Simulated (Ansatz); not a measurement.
CHF2 (SMILES F[CH]F) moved off its minimum; all values from Ansatz (a first-principles code), cores frozen in correlated methods. Open shells are unrestricted.
(charge 0, multiplicity 2)
```xyz
4

F     -0.9261    -0.1803    -0.0615
C     -0.1135     0.2107     0.4807
F      0.9276    -0.2250    -0.0513
H     -0.0798     1.3343    -0.1306
```

Forces at MP2/cc-pVTZ (eV/Å):

```
atom       Fx       Fy       Fz
----  -------  -------  -------
F1    -25.730  -13.378  -12.671
C2     17.468   16.742   10.230
F3      7.792   -3.538   -0.855
H4      0.470    0.173    3.296
```

Give the forces (eV/Å), the total energy and the dipole at CCSD(T)/cc-pVTZ.


```
atom       Fx       Fy       Fz
----  -------  -------  -------
F1    -25.742  -13.318  -12.797
C2     17.518   16.314   10.713
F3      7.756   -3.484   -0.918
H4      0.468    0.487    3.002
```
Energy -237.8489 hartree, dipole 1.00 D.
